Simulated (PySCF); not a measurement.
Electric field gradients and quadrupole coupling constants

C₅H₁₃FOSi₂.
Cartesian coordinates in Å at the GFN2-xTB level; atoms count from 1:
```xyz
22
C5H13FOSi2 angstrom
C     -3.251   -0.622    0.706
C     -2.210    0.481    0.551
C     -1.080    0.093   -0.394
C     -0.073    1.256   -0.607
Si     1.297    0.252    0.228
F      1.719    0.770    1.704
O      2.674   -0.053   -0.537
Si     4.298   -0.177   -0.619
C     -0.135   -0.987    0.199
H     -2.797   -1.536    1.082
H     -4.028   -0.315    1.402
H     -3.717   -0.842   -0.253
H     -2.701    1.379    0.168
H     -1.783    0.726    1.527
H     -1.507   -0.237   -1.344
H      0.070    1.496   -1.657
H     -0.378    2.171   -0.104
H      4.868    1.109   -0.227
H      4.521   -0.489   -2.028
H      4.695   -1.255    0.283
H     -0.468   -1.352    1.168
H     -0.024   -1.849   -0.452
```

Field gradients from the PBE0/pcSseg-1 density (PySCF, non-relativistic), principal values in atomic units, ordered |Vxx| ≤ |Vyy| ≤ |Vzz|:

| atom | Vxx | Vyy | Vzz |
| --- | --- | --- | --- |
| O7 | -0.5085 | -0.5585 | 1.0670 |

Task: Find the asymmetry η = (Vxx − Vyy)/Vzz and the couplings χ = eQV/h (234.96 MHz × Q in barn × V in au), with Q(17O) = −0.0256 b.

Result: 
```csv
atom,environment,nucleus,η,χzz (MHz),χxx (MHz),χyy (MHz)
O7,siloxane oxygen,17O,0.05,-6.42,3.06,3.36
```

Task: What is Vzz at O7 in SI units (1 au = 9.71736 × 10²¹ V/m²)?

Result: 1.0670 au = 10.369 × 10²¹ V/m².

Task: And the gradient at the other heavy atoms, for which no coupling is worked out here?

Result: 
| atom | environment | Vzz (au) | η |
| --- | --- | --- | --- |
| C1 | methyl carbon | 0.045 | 0.07 |
| C2 | chain CH2 carbon | -0.044 | 0.51 |
| C3 | four-membered-ring carbon | -0.075 | 0.15 |
| C4 | sp3 carbon bound to silicon | 0.102 | 0.88 |
| Si5 | fluorine-bound silicon | 0.585 | 0.01 |
| F6 | silicon-bound fluorine | 1.202 | 0.01 |
| Si8 | oxygen-bound silicon | 0.668 | 0.03 |
| C9 | sp3 carbon bound to silicon | 0.102 | 0.92 |

Task: What couplings would deuterons (Q(2H) = 0.00286 b) have in place of the hydrogens, at this geometry?

Result: 
```json
{"atom": "H10", "bonded to": "C1", "bond length (Å)": "1.087", "Vzz (au)": "0.3156", "η": "0.02", "χzz (kHz)": "212"}
{"atom": "H11", "bonded to": "C1", "bond length (Å)": "1.088", "Vzz (au)": "0.3163", "η": "0.01", "χzz (kHz)": "213"}
{"atom": "H12", "bonded to": "C1", "bond length (Å)": "1.088", "Vzz (au)": "0.3145", "η": "0.02", "χzz (kHz)": "211"}
{"atom": "H13", "bonded to": "C2", "bond length (Å)": "1.093", "Vzz (au)": "0.3020", "η": "0.02", "χzz (kHz)": "203"}
{"atom": "H14", "bonded to": "C2", "bond length (Å)": "1.093", "Vzz (au)": "0.3017", "η": "0.02", "χzz (kHz)": "203"}
{"atom": "H15", "bonded to": "C3", "bond length (Å)": "1.092", "Vzz (au)": "0.3037", "η": "0.02", "χzz (kHz)": "204"}
{"atom": "H16", "bonded to": "C4", "bond length (Å)": "1.087", "Vzz (au)": "0.3253", "η": "0.04", "χzz (kHz)": "219"}
{"atom": "H17", "bonded to": "C4", "bond length (Å)": "1.088", "Vzz (au)": "0.3217", "η": "0.05", "χzz (kHz)": "216"}
{"atom": "H18", "bonded to": "Si8", "bond length (Å)": "1.460", "Vzz (au)": "0.1610", "η": "0.03", "χzz (kHz)": "108"}
{"atom": "H19", "bonded to": "Si8", "bond length (Å)": "1.460", "Vzz (au)": "0.1623", "η": "0.02", "χzz (kHz)": "109"}
{"atom": "H20", "bonded to": "Si8", "bond length (Å)": "1.461", "Vzz (au)": "0.1609", "η": "0.03", "χzz (kHz)": "108"}
{"atom": "H21", "bonded to": "C9", "bond length (Å)": "1.087", "Vzz (au)": "0.3233", "η": "0.05", "χzz (kHz)": "217"}
{"atom": "H22", "bonded to": "C9", "bond length (Å)": "1.087", "Vzz (au)": "0.3250", "η": "0.04", "χzz (kHz)": "218"}
```

One conformer (not necessarily the lowest) at the GFN2-xTB geometry, without solvent, vibrations or thermal averaging. GFN2-xTB bond lengths can be off by several hundredths of an ångström, more for odd bonds, and the gradients follow them. A larger basis could move these couplings by a tenth or more.

These values come from a run that also computed NMR shieldings. On one thread, Arm Neoverse V1 (aarch64), shared host with 32 logical CPUs at a one-minute load of 29, this took 59 s and 1.1 GiB of memory at its peak.
